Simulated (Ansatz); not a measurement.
Two isomers of CH9AlBNSi: A = `[BH2][AlH][N](C)[SiH3]`, B = `BC[SiH2][NH][AlH2]`.

Program: Ansatz. Geometries: PBE0-D4/def2-TZVP. ΔE: electronic, gas phase. CBS: MP2 limit from def2 TZ/QZ plus the TZ coupled-cluster correction, frozen cores. Functionals use def2-TZVPP. B3LYP here is the variant with VWN-RPA as its local correlation; programs differ in this. Each species was taken in one conformer, which may not be the lowest.

Question: Which is lower in electronic energy at CCSD(T)/CBS, and by how much? (Best estimate.)

Answer: The calculation gave: B, by 144.7 kJ/mol.

Question: Give E(B) − E(A) in kJ/mol with ωB97M-V, PBE-D4, MP2/def2-TZVPP, PBE0-D4, r2SCAN-D4, B3LYP, B3LYP-D4. (Best estimate.)

Answer: Computed: ωB97M-V -150.4, PBE-D4 -141.0, MP2/def2-TZVPP -152.2, PBE0-D4 -143.1, r2SCAN-D4 -150.7, B3LYP -143.6, B3LYP-D4 -142.4. None reverses the order clearly.

Largest T1 diagnostic: 0.012.
